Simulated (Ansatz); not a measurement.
Program: Ansatz. Geometries: PBE0-D4/def2-TZVP. ΔE: electronic, gas phase. CCSD(T)/CBS adds triple-zeta CCSD(T) − MP2 to the extrapolated MP2 energy (def2 sets, frozen cores). DFT in def2-TZVPP. B3LYP here is the variant with VWN-RPA as its local correlation; programs differ in this. Each species was taken in one conformer, which may not be the lowest.

`FB1OC[SiH2]1` + `CC(C)[O][AlH][Cl]` → `FB1OC[SiH]1Cl` + `CC(C)[O][AlH2]`  (redistribution)

`FB1OC[SiH2]1`:

Cartesian coordinates in Å:
```
F -2.096 -1.188 -1.233
B -1.065 -0.654 -0.617
O -0.210 -1.402 0.131
C 0.773 -0.435 0.627
Si -0.058 1.053 -0.248
H 0.758 -0.445 1.717
H 1.764 -0.729 0.278
H 0.753 1.707 -1.308
H -0.620 2.093 0.654
```

`CC(C)[O][AlH][Cl]`:

Z-matrix (Å, degrees):
```
C
C 1 1.515
H 1 1.092 2 110.7
H 1 1.093 2 110.8 3 -120.1
H 1 1.093 2 110.1 3 119.8
C 2 1.515 1 112.1 3 179.5
O 2 1.413 1 109.0 3 -59.8
H 2 1.099 1 108.7 3 59.3
H 6 1.092 2 110.8 1 -59.5
H 6 1.092 2 110.7 1 -179.6
H 6 1.093 2 110.1 1 60.6
Al 7 1.673 2 136.0 1 117.4
Cl 12 2.098 7 118.9 2 0.0
H 12 1.564 7 120.1 2 -180.0
```

`FB1OC[SiH]1Cl`:

Z-matrix (Å, degrees):
```
C
Si 1 1.908
O 1 1.465 2 93.0
H 1 1.090 2 116.7 3 -113.2
H 1 1.091 2 117.7 3 113.3
Cl 2 2.053 1 115.4 3 117.5
B 2 2.014 1 69.8 3 2.0
H 2 1.484 1 116.1 3 -115.5
F 7 1.312 2 145.9 1 178.8
```

`CC(C)[O][AlH2]`:

Cartesian coordinates in Å:
```
C 0.069 1.223 1.233
C -0.588 0.215 0.309
C -0.505 0.642 -1.144
O -0.016 -1.048 0.523
Al 0.877 -2.248 -0.244
H 0.011 0.883 2.268
H 1.124 1.347 0.969
H -0.419 2.198 1.158
H -1.649 0.138 0.587
H -0.986 -0.091 -1.797
H 0.538 0.743 -1.458
H -0.999 1.605 -1.292
H 1.245 -3.493 0.654
H 1.299 -2.114 -1.766
```

| level | ΔE (kJ/mol) |
| --- | --- |
| PBE0-D4 | 78.8 |
| B3LYP-D4 | 79.4 |
| ωB97X-V | 80.0 |
| r2SCAN | 82.4 |
| CCSD(T)/def2-TZVPP | 83.8 |
| HF/def2-QZVPP | 86.1 |
| MP2/def2-QZVPP | 82.5 |
| CCSD/CBS(def2) | 83.7 |

Question: What does CCSD(T)/CBS give? (Estimate.)

Answer: Ansatz gave: +82.8 kJ/mol. The listed levels differ from it by -4.0, -3.4, -2.8, -0.4, 1.0, 3.3, -0.3, 0.9 kJ/mol.

Largest T1 diagnostic among the species: 0.015.
